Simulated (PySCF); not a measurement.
Computed shifts of a molecule C₄F₆, PySCF with B3LYP/pcSseg-1, GIAO, gas phase, equivalent atoms averaged, in ppm (number of nuclei): ¹⁹F: -103.7 (2), -120.5 (2), -220.4 (2). ¹³C: 167.1 (2), 132.3 (2). References: ¹⁹F against CFCl3 (σ = 161.7 ppm); ¹³C against TMS (σ = 181.3 ppm), references at their B3LYP-D3(BJ)/def2-TZVP geometries, non-relativistic. The structure is a stationary point at B3LYP-D3(BJ)/def2-SVP. The values are those of a single conformer.

Pick the molecule that these values belong to.
A) FC(F)(F)C#CC(F)(F)F
B) FC(F)=C(F)C(F)=C(F)F
C) FC1=C(F)C(F)(F)C1(F)F

B, FC(F)=C(F)C(F)=C(F)F
